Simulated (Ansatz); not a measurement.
A structure drawn as `[NH]=[V]([NH2])([NH2])[F]`, with this starting geometry:

Cartesian coordinates in Å:
```
N 1.416 0.159 1.312
V 0.516 0.074 -0.254
N -0.438 1.848 -0.522
N -0.925 -1.478 -0.169
F 1.713 -0.222 -1.745
H 2.028 -0.710 1.619
H -1.078 1.746 -1.369
H -1.173 1.920 0.291
H -1.653 -1.112 0.459
H -0.405 -2.226 0.379
```

Total charge 0; spin multiplicity 1.

(1) Relax it with Ansatz at PBE-D4/def2-SVP and then PBE0-D4/def2-TZVP. Is the drawn bonding still there?

(2) Give the relaxed structure. (Best estimate.)

Atoms count as bonded under 1.1 times the sum of their covalent radii (H–H under 0.85 Å, pairs among N, O and F under 1.55 Å), and a drawn bond as lost past 1.3 times.

## Answers

(1) Yes, every drawn bond is still there and no new one forms.

(2) The calculation gave: 
Z-matrix (Å, degrees):
```
V
N 1 1.827
N 1 1.827 2 112.6
N 1 1.609 2 105.5 3 -114.6
F 1 1.756 2 109.2 3 121.4
H 2 1.011 1 121.9 3 -59.3
H 2 1.007 1 125.9 3 111.1
H 3 1.007 1 125.9 2 -111.1
H 3 1.011 1 121.9 2 59.0
H 4 1.012 1 159.4 2 -120.7
```
All modes are real.
